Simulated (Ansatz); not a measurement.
Ansatz (an electronic-structure program) input (B3LYP/LANL2DZ): The .json file is the Basis Set Exchange's LANL2DZ.

Ansatz 0.2 input:
```yaml
crystal:
  periodic: [false, false, false]
  atoms:
    - {symbol: C, position_ang: [-1.62716027, -0.87471533, -0.43949625]}
    - {symbol: C, position_ang: [-0.57353451, 0.00802121, 0.12689650]}
    - {symbol: C, position_ang: [-0.53645204, 1.38087954, -0.54835076]}
    - {symbol: C, position_ang: [0.78895513, -0.68169206, 0.08006063]}
    - {symbol: O, position_ang: [1.71962932, 0.10202203, 0.82206675]}
    - {symbol: H, position_ang: [-1.62221708, -1.93992186, -0.24724397]}
    - {symbol: H, position_ang: [-2.48313190, -0.45703705, -0.95115441]}
    - {symbol: H, position_ang: [-0.78463246, 0.16815656, 1.19819426]}
    - {symbol: H, position_ang: [-0.31951801, 1.27708729, -1.61452577]}
    - {symbol: H, position_ang: [0.23222438, 2.00899091, -0.10070274]}
    - {symbol: H, position_ang: [-1.49849042, 1.88658288, -0.44826622]}
    - {symbol: H, position_ang: [0.70359063, -1.68737252, 0.50963518]}
    - {symbol: H, position_ang: [1.10849164, -0.78415328, -0.96475719]}
    - {symbol: H, position_ang: [2.59579868, -0.28346948, 0.72762606]}
basis:
  gaussian:
    orbitals: LANL2DZ.json
hamiltonian:
  xc: {name: B3LYP}
magnetization: {spin_polarized: true, initial_magnetization: 1}
relax: {f_tol: 0.003, max_steps: 120}
```

From the output:

```
these checks for a lower state are left out or cut short: starts, cluster_reference, orbital_swaps, neighbouring_geometries, increment
integrals: 0.02 GiB planned
901 factors; integrals over basis functions are off by at most 3.0e-4 eV
mean field: 0.35 GiB planned
mean field -6339.34759387 eV, -232.9667271107 hartree, gradient 4.0e-5 eV, S^2 0.753483; 0 other end points of the search recorded, 0 dependent functions left out
the calculation of the forces begins
reference -6339.34781547 eV, -232.9667352542 hartree; 21, 20 occupied and 42, 43 virtual orbitals, 901 factors
relax step  10: F+E_penalty+E_count = -6339.34759387 eV  Δ(F+E_penalty+E_count) = -8.365e-6 eV  max|allowed force component| = 1.358e-3 eV/Å  Δτ_max = 0.0014 Å  (20 SCF iters, accepted)
integrals: 0.02 GiB planned
901 factors; integrals over basis functions are off by at most 3.0e-4 eV
mean field: 0.35 GiB planned
mean field -6339.34759387 eV, -232.9667271107 hartree, gradient 4.0e-5 eV, S^2 0.753483; 1 other end points of the search recorded, 0 dependent functions left out
the calculation of the forces begins
reference -6339.34781547 eV, -232.9667352542 hartree; 21, 20 occupied and 42, 43 virtual orbitals, 901 factors
Total energy: -6339.34781547 eV, -232.9667352542 hartree
Atom 0 at    -1.655915    -0.887743    -0.435836 Å, force    -0.000178    -0.000091     0.000789 eV/Å
Atom 1 at    -0.578888     0.002334     0.130948 Å, force     0.000822     0.000206    -0.000599 eV/Å
Atom 2 at    -0.542115     1.390261    -0.546666 Å, force    -0.000996     0.000806     0.000462 eV/Å
Atom 3 at     0.794112    -0.696610     0.057523 Å, force    -0.000721    -0.000549    -0.000059 eV/Å
Atom 4 at     1.738944     0.120460     0.825893 Å, force     0.000829    -0.001244     0.000212 eV/Å
Atom 5 at    -1.701627    -1.946273    -0.179642 Å, force    -0.000386     0.001358    -0.000729 eV/Å
Atom 6 at    -2.459993    -0.475367    -1.041989 Å, force     0.000440    -0.000990     0.000199 eV/Å
Atom 7 at    -0.771616     0.157176     1.209832 Å, force     0.000003    -0.000054    -0.000362 eV/Å
Atom 8 at    -0.357000     1.290774    -1.625499 Å, force     0.000154    -0.000247     0.000228 eV/Å
Atom 9 at     0.255579     2.002438    -0.113779 Å, force     0.000004    -0.000068    -0.000104 eV/Å
Atom 10 at    -1.497855     1.913809    -0.413334 Å, force     0.000215    -0.000088    -0.000245 eV/Å
Atom 11 at     0.722879    -1.707497     0.490469 Å, force     0.000535    -0.000024     0.000357 eV/Å
Atom 12 at     1.115574    -0.782422    -0.993111 Å, force    -0.000109     0.000047    -0.000178 eV/Å
Atom 13 at     2.641476    -0.257960     0.785173 Å, force    -0.000612     0.000938     0.000029 eV/Å
Dipole moment:     0.130073    -0.293324    -0.151027 e Å
```

The geometry given is a B3LYP-D3(BJ)/def2-TZVP minimum.
